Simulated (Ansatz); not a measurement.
Mulliken charges of CH$_{3}$FSn, SMILES `[CH3][Sn][F]` from B3LYP/def2-TZVPP in Ansatz (PBE0-D4/def2-TZVP geometry).

```csv
atom,x (Å),y (Å),z (Å),charge (e)
C1,-0.390,0.421,-0.283,-0.598
Sn2,0.257,-0.620,1.514,0.778
F3,1.622,-1.634,0.554,-0.510
H4,-0.685,-0.318,-1.034,0.115
H5,0.458,0.979,-0.692,0.113
H6,-1.220,1.108,-0.105,0.102
```

Question: By hand: the dipole of these point charges (1 e Å = 4.8032 D).

Answer: Σ q r = (-0.546, 0.286, 0.857) e Å, of length 1.056 e Å = 5.07 D.

Question: How does the dipole of the full density compare? (Estimate.)

Answer: Computed: (-0.413, 0.317, 0.252) e Å, 2.78 D; the point charges give 1.82 times that, at 29° from its direction.

Point charges leave out the atoms' own dipoles, such as those of lone pairs, and Mulliken's split depends on the basis, so the two needn't agree.

B3LYP here is the variant with VWN-RPA as its local correlation; programs differ in this.
